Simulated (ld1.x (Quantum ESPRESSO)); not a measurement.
**Te (Z = 52): one change to a TM potential, before and after**

ld1.x (Quantum ESPRESSO) 7.5 input, shortened:

```
&input
   title='Te', zed=52., rel=1, dft='PZ', iswitch=3,
   config='[Kr] 4d10 5s2 5p4 5d-2'
 /
 &inputp
   pseudotype=2, tm=.true., lloc=0,
   nlcc=.true.
 /
3
5P  2  1   4.00   0.00  1.90  1.90  0.0
5D  3  2  -2.00   0.40  1.55  1.55  0.0
5S  1  0   2.00   0.00  1.85  1.85  0.0
 &test
   configts(1)='5s2 5p4'
 /
```

All-electron outer shells of the reference configuration (LDA (PZ), scalar-relativistic, ld1.x):

```tsv
shell	level (eV)	outermost node (bohr)	outermost maximum (bohr)
4p	-114.19	0.38	0.74
4d	-41.70	0.36	0.81
5s	-15.36	0.91	1.77
5p	-6.12	1.00	2.17
```

Change: wave 5p (bound): rc 1.90 bohr becomes 5p (bound): rc 2.50 bohr.

Cutoffs: the cutoffs (Ry, on a coarse ladder) from which the occupation-weighted sum of valence levels, in a spherical-Bessel basis at the reference potential, stays within 10 and 1 mRy of its value at 400 Ry; they do not see the model core or the augmentation charge, which bear on the density cutoff. Errors are all-electron minus pseudo energies relative to the spin-unpolarised reference configuration.

**Question.** What does the change do?

**Answer.** The potential gets softer (30 Ry and 50 Ry → 30 Ry and 40 Ry); both files keep a bound ghost (d); of the 9 tests that both files solve, the error grows in 3 and shrinks in 3 by more than 15 % and 0.3 meV (median size 7.8 → 6.4 meV). A larger radius leaves more room for a smooth pseudo-wave, so fewer plane waves are needed.

```csv
quantity,base,changed
"cutoff, loose",30 Ry,30 Ry
"cutoff, tight",50 Ry,40 Ry
loose cutoff by channel (10 mRy a level),"p 12 Ry, s 21 Ry","p 10 Ry, s 21 Ry"
bound ghosts,d,d
"error for 5s2 5p3, meV [ΔE 9.92 eV]",-4.1,-4.4
"error for 5s2 5p2, meV [ΔE 28.09 eV]",-22,-25
"error for 5s2 5p1, meV [ΔE 55.32 eV]",-78,-90
"error for 5s2 5p0, meV [ΔE 92.23 eV]",-215,-252
"error for 5s1 5p5, meV [ΔE 9.35 eV]",-7.8,-5.3
"error for 5s0 5p6, meV [ΔE 18.92 eV]",-30,-19
"error for 5s2 5p3.5, meV [ΔE 3.98 eV]",-1.3,-1.3
"error for 5s2 5p4 (spin-polarised), meV [ΔE -0.48 eV]",+2.6,+0.3
"error for 5s2 5p3 (spin-polarised), meV [ΔE 8.60 eV]",+0.8,-6.4
```

 A true bound ghost makes a file unfit for plane-wave use even where its test errors are small: the radial tests pick states by their node count and pass the ghost by.
